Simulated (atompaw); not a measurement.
## Before and after: PAW (atompaw) potential for Eu

europium, PAW, made with atompaw 4.2.0.5 (PBE, scalar-relativistic). Core [Kr] 4d10 4f7, reference 5s2 5p6 5d0 6s2 6p0. Waves: 5s (bound): rc 2.50 bohr; 6s (bound): rc 3.00 bohr; 5p (bound): rc 2.85 bohr; 6p (bound, empty): rc 3.00 bohr; 5d (bound, empty): rc 3.00 bohr; 5d channel at 0.3 Ry: rc 3.00 bohr. Local part: bessel scheme, radius 2.65 bohr. Core correction: smooth core density matched at 2.45 bohr. Augmentation charge: sinc compensation charge, radius 2.45 bohr; PAW radius 3.00 bohr; waves and projectors: custom rrkj gramschmidtortho.

Change: all radii scaled by about 1.08 (s 2.70, p 3.08, d 3.26 bohr); local potential bessel scheme, radius 2.88 bohr; augmentation sinc compensation charge, radius 2.66 bohr; PAW radius 3.26 bohr; waves and projectors: custom rrkj gramschmidtortho; core correction smooth core density matched at 2.66 bohr.

Cutoffs: the cutoffs (Ry, on a coarse ladder) from which the occupation-weighted sum of valence levels, in a spherical-Bessel basis at the reference potential, stays within 10 and 1 mRy of its value at 400 Ry; they do not see the model core or the augmentation charge, which bear on the density cutoff.

Question: What does the change do?

Answer: The potential gets softer (10 Ry and 18 Ry → 8 Ry and 15 Ry); neither file shows a bound ghost. A larger radius leaves more room for a smooth pseudo-wave, so fewer plane waves are needed.

```csv
quantity,base,changed
"cutoff, loose",10 Ry,8 Ry
"cutoff, tight",18 Ry,15 Ry
bound ghosts,none,none
lowest overlap eigenvalue by channel,"s 0.51, p 0.09, d 0.76","s 0.52, p 0.74, d 1.00"
```

 The cutoffs see the waves, projectors and local potential, not the compensation charge or the core.
